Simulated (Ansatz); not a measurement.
Job for Ansatz (a program for electronic structure): U-wB97X-V/aug-cc-pV(T+d)Z on BeClF (SMILES [F][Be][Cl]), a point of a bond scan (R = 2.443 Å). Files ending in .json are basis or fitting sets from the Basis Set Exchange.

Ansatz 0.2 input:
```yaml
crystal:
  periodic: [false, false, false]
  atoms:
    - {symbol: Be, position_ang: [-0.00000000, -0.00000000, -0.61301342]}
    - {symbol: F, position_ang: [-0.00000000, -0.00000000, -1.98830246]}
    - {symbol: Cl, position_ang: [0.00000000, 0.00000000, 1.83032808]}
basis:
  gaussian:
    orbitals: aug-cc-pV_T+d_Z.json
hamiltonian:
  xc: {name: wB97X-V}
magnetization: {spin_polarized: true, initial_magnetization: 0}
```

The head of its log:

```
WARN ansatz: RAYON_NUM_THREADS=1 ignored (pool sized by the plan → 1); use --threads N
Functional definition: wB97X-V
integrals: 0.07 GiB planned
770 factors; their error is unknown
integrals: 0.10 GiB planned
210 factors; integrals over basis functions are off by at most 5.9e-5 eV
mean field: 0.83 GiB planned
mean field evaluation 1: about -15639.3748 eV, gradient 2.7e1 eV
mean field evaluation 2: about -15639.2087 eV, gradient 3.4e1 eV
```

**Question.** What total energy does the run end on?

**Answer.** -574.8398 hartree.
